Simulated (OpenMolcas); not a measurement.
P2+: the spin-orbit constant, worked from levels

```
Program             : OpenMolcas 26.06
Basis               : ANO-L-VTZP [5s4p2d1f]
Scalar Hamiltonian  : non-relativistic, point nucleus
Active space        : 3 electrons in 4 orbitals (3s 3p)
State averaging     : 2S+1 = 4 odd, 1 root; 2S+1 = 2 odd, 11 roots; 2S+1 = 4 even, 3 roots; 2S+1 = 2 even, 9 roots
Spin-orbit coupling : RASSI with atomic mean-field integrals over the reference wave functions, term energies averaged over their components
```

Methods: CASSCF; MS-CASPT2, IPEA 0.25 Eh, imaginary shift 0.1 Eh (closed shells correlated: 2s 2p). Measured levels: Martin, Zalubas and Musgrove, J. Phys. Chem. Ref. Data 14, 751 (1985).

**The spin-orbit constant.** For the Hund term 2P* of p1, E(J) = (A/2) J(J+1) + constant and ζ = 2S·A = A. From J = 1/2 to J = 3/2 the energy changes by 1.5 A.

| Source | E(3/2) - E(1/2) | A | ζ |
| --- | --- | --- | --- |
| CASSCF | 481.9 | 321.3 | 321 |
| MS-CASPT2 | 484.9 | 323.3 | 323 |
| measured | 559.1 | 372.7 | 373 |

All in cm-1. MS-CASPT2 is off by -13.3 % and CASSCF by -13.8 %. Both methods take the spin-orbit matrix elements from the reference wave functions, so the second can move ζ only through the term energies and any multistate remixing.

Over all roots computed the reference weight is 0.88 to 0.99 in MS-CASPT2; the roots of lowest weight are the least certain, and an intruder state may touch them. Measured partners are found by configuration, term and J. A level has none where our copy of the source lacks it or the pairing is in doubt (some pairs that miss far off the trend of their configuration count as doubtful), and it then counts in no deviation. Only configurations of the active space appear.

* marks odd parity.
